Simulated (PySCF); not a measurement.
HOI, optimised at PBE/def2-SVP:

```xyz
3

O      0.0179     0.0290     0.1075
I      0.8059     0.3607    -1.7548
H     -0.5255    -0.7748    -0.0379
```

Energies from PySCF (xtb for GFN2), thermal terms from the rigid-rotor harmonic-oscillator model, ideal gas at 1 bar. All species are closed-shell singlets. I: scalar-relativistic def2 core potential, no spin-orbit coupling.

Question: List the harmonic frequencies (cm⁻¹, unscaled) at this level and at the other levels, each on its own geometry.

Answer: 
- PBE/def2-SVP: 555, 1052, 3656
- GFN2-xTB: 557, 1033, 3589
- PBE0/def2-TZVP: 614, 1100, 3843
